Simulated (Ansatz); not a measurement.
Cartesian coordinates (Å):
SMILES: CS[SiH2]Cl
```xyz
9

C     -1.4822     0.2784    -0.4891
S     -0.4662    -1.2269    -0.5542
Si     1.3763    -0.4314     0.0871
Cl     2.1257     0.9680    -1.2265
H     -1.4965     0.6974     0.5168
H     -2.4935    -0.0168    -0.7661
H     -1.1189     1.0192    -1.2000
H      1.2313     0.2757     1.3811
H      2.3238    -1.5636     0.1697
```
Charge 0, spin multiplicity 1.

Method: frozen-core CCSD(T)/def2-TZVPP // PBE0-D4/def2-TZVP (Ansatz, an electronic-structure program).

```json
{
  "HF energy": "-1186.87312 Ha",
  "MP2 correlation energy": "-0.66628 Ha"
}
```

Problem. Estimate the CCSD correlation energy, the (T) correction, the total energy and the T1 diagnostic.

Solution. 
The CCSD correlation energy is -0.72393 Ha and the (T) correction is -0.03082 Ha. The CCSD(T) total energy comes out as -1187.62787 Ha and the T1 diagnostic is 0.010.
